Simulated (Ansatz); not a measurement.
Computed with Ansatz on PBE0-D4/def2-TZVP structures; ΔE is electronic, products minus reactants. CCSD(T)/CBS adds triple-zeta CCSD(T) − MP2 to the extrapolated MP2 energy (def2 sets, frozen cores). DFT in def2-TZVPP. One conformer a species, not always the lowest.

Reaction (redistribution): `O[SiH2]O[SiH](Cl)Cl` + `OC[SiH2][SiH3]` → `OC[SiH2][SiH2]O` + `[SiH3]O[SiH](Cl)Cl`

| species | ωB97M-V energy (Eh) |
| --- | --- |
| `O[SiH2]O[SiH](Cl)Cl` | -1652.49278 |
| `OC[SiH2][SiH3]` | -697.06355 |
| `OC[SiH2][SiH2]O` | -772.35746 |
| `[SiH3]O[SiH](Cl)Cl` | -1577.18480 |

(1) Work out ΔE.

Largest T1 diagnostic among the species: 0.012.

Results:

(1) ΔE = (-772.35746) + (-1577.18480) − (-1652.49278) − (-697.06355) = 0.01407 Eh = +36.9 kJ/mol. CCSD(T)/CBS gives +36.0 kJ/mol.

In def2-TZVPP, CCSD(T) changes the Hartree–Fock value by +7.1 kJ/mol (the triples alone add +1.4 kJ/mol) and MP2 by +6.0 kJ/mol.
